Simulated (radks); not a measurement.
The technetium ion Tc+ inside a hard spherical wall (all orbitals vanish at R), configuration held at [Kr] 4d5 5s1 and not refilled when levels cross. All-electron calculation, scalar-relativistic Kohn-Sham, PBE, spin-polarised, spherical densities, point nucleus; open shells are filled with parallel spins first (spin-orbit coupling, left out, can overturn this in heavy ions). Program: a radial shooting solver on a logarithmic mesh with Libxc functionals. Eigenvalues in eV for spin up, with the zero of energy where the potential of the charges vanishes at infinity; a dash marks a level that is unbound or too diffuse for the functional's potential to be trusted. A positive occupied level is held by the wall or, in an anion where self-interaction has pushed it up, behind a barrier. The pressure on the wall is -dE/dV.

R (bohr)  E (hartree)  kinetic (hartree)    e(4s)    e(4p)    e(4d)    e(5s)  e(5p, empty)  e(6s, empty)  pressure (GPa)
free      -4285.49054           4425.171  -81.902  -54.010  -15.323  -12.157        -7.366             -               0
15        -4285.49054           4425.171  -81.902  -54.010  -15.323  -12.157        -7.366             -        < 0.0001
12        -4285.49054           4425.171  -81.902  -54.010  -15.323  -12.157        -7.365        -3.185        < 0.0001
8         -4285.48992           4425.178  -81.869  -53.978  -15.294  -12.122        -7.223        -0.935          0.0357
7         -4285.48764           4425.199  -81.785  -53.895  -15.218  -12.021        -6.947         1.335           0.211
4         -4285.23253           4426.524  -78.332  -50.575  -12.015   -5.867         2.581        38.997            58.9
2.5       -4281.92650           4439.935  -61.830  -34.193    7.623   42.716        61.258        187.70            2740
2         -4274.68517           4466.263  -40.350  -10.853   36.735   119.33        144.91        366.96           15100
1.5       -4245.69428           4556.160   26.906   63.657   123.88   346.96        380.17        830.37          118000
